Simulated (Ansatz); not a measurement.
Wavefunction ladder for `CN[Si](F)(F)F`

| atom | x (Å) | y (Å) | z (Å) |
| --- | --- | --- | --- |
| C1 | 0.308 | -1.125 | 0.810 |
| N2 | 0.488 | -0.221 | -0.310 |
| Si3 | -0.467 | 1.104 | -0.658 |
| F4 | -1.997 | 0.725 | -0.623 |
| F5 | -0.080 | 1.649 | -2.084 |
| F6 | -0.336 | 2.316 | 0.346 |
| H7 | 0.395 | -2.167 | 0.491 |
| H8 | -0.692 | -1.000 | 1.229 |
| H9 | 1.030 | -0.945 | 1.613 |
| H10 | 1.352 | -0.336 | -0.814 |

The species carries charge 0 and has multiplicity 1. Geometry: relaxed with PBE0-D4/def2-TZVP. It is one conformer, not always the lowest. Frozen core, restricted reference, the Gaussian-basis code of Ansatz. CBS rows extrapolate triple and quadruple zeta; past MP2 they add the triple-zeta difference.

```
     basis     HF (Eh)  MP2 corr.
  def2-SVP  -681.71830   -0.95008
def2-TZVPP  -682.34055   -1.24061
def2-QZVPP  -682.36988   -1.35004
```

(1) Estimate the CCSD correlation energy and the (T) correction in each basis where they were run (hartree).

Results:

(1) 
```tsv
basis	CCSD corr.	(T)
def2-SVP	-0.98173	-0.01810
def2-TZVPP	-1.26199	-0.03936
CBS(def2)	-1.45248	as TZ
```
